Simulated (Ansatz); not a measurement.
## Worked example: C2H7GaO3 → C2H6GaO2 + OH

Species: C2H7GaO3 `C[O][Ga]([OH])[O]C`, singlet; C2H6GaO2 `C[O][Ga][O]C`, doublet; OH, doublet. 

Shapes, held fixed at every level: PBE0-D4/def2-TZVP. Flexible molecules stand in one conformer, not always the lowest. Programs: Ansatz 0.2.0. Electronic energies: no zero-point or thermal term.

At CCSD(T)/def2-TZVPP; 1 Eh = 2625.50 kJ/mol:

| species | energy (Eh) |
| --- | --- |
| C2H7GaO3 | -2229.207954 |
| C2H6GaO2 | -2153.395012 |
| OH | -75.641505 |

Work out ΔE of the reaction at this level.


1. Products less reactants: (-2153.395012) + (-75.641505) − [(-2229.207954)] = 0.171437 Eh = +450.1 kJ/mol.

Other levels give +423.8 (B3LYP-D4/def2-TZVPP) to +450.4 kJ/mol (wB97X-V/def2-TZVPP). No measured value is set beside it here. Open shells run unrestricted. Relativity is left out for Ga. Outer-core shells of Ga are correlated in most correlated rows, in sets that cover them unevenly. The median of the other levels is +436.0 kJ/mol.
